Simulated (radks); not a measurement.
Effect of the nuclear size on the barium ion Ba3+, [Kr] 4d10 5s2 5p5. Method: Dirac Kohn-Sham, LDA (Slater exchange, Perdew-Wang correlation), spin-unpolarised, spherical densities, finite nucleus; open shells are shared between the two j in proportion to 2j + 1; Fermi nuclear charge, rms radius 4.8378 fm; computed with a radial shooting solver on a logarithmic mesh with Libxc functionals. The rms radius is varied about that value; shifts are against it.

rms radius (fm)  total energy shift (eV)  density at nucleus (e/bohr^3)  1s1/2 shift (meV)  2s1/2 shift (meV)  4p1/2 shift (meV)  5s1/2 shift (meV)  5p1/2 shift (meV)  5p3/2 shift (meV)  6s1/2 (empty) shift (meV)
4.0638                             -2.47                      3.324e+05              -1030               -124              0.390             -0.923              0.100              0.118                     -0.214
4.4992                             -1.12                       3.26e+05               -468              -56.2              0.177             -0.420              0.045              0.054                     -0.098
4.8378                                 0                      3.214e+05              0.000              0.000              0.000              0.000              0.000              0.000                      0.000
5.0749                             0.826                      3.185e+05                344               41.3             -0.130              0.308             -0.033             -0.040                      0.072
5.9311                              4.07                       3.09e+05               1700                204             -0.642               1.52             -0.164             -0.195                      0.353

Slopes of the eigenvalues against <r^2> in GHz/fm^2, as finite differences over the two radii next to the reference (eigenvalue slopes, not the field-shift constants of lines): 1s1/2 35600, 2s1/2 4280, 4p1/2 -13.5, 5s1/2 31.9, 5p1/2 -3.45, 5p3/2 -4.09, 6s1/2 (empty) 7.42.
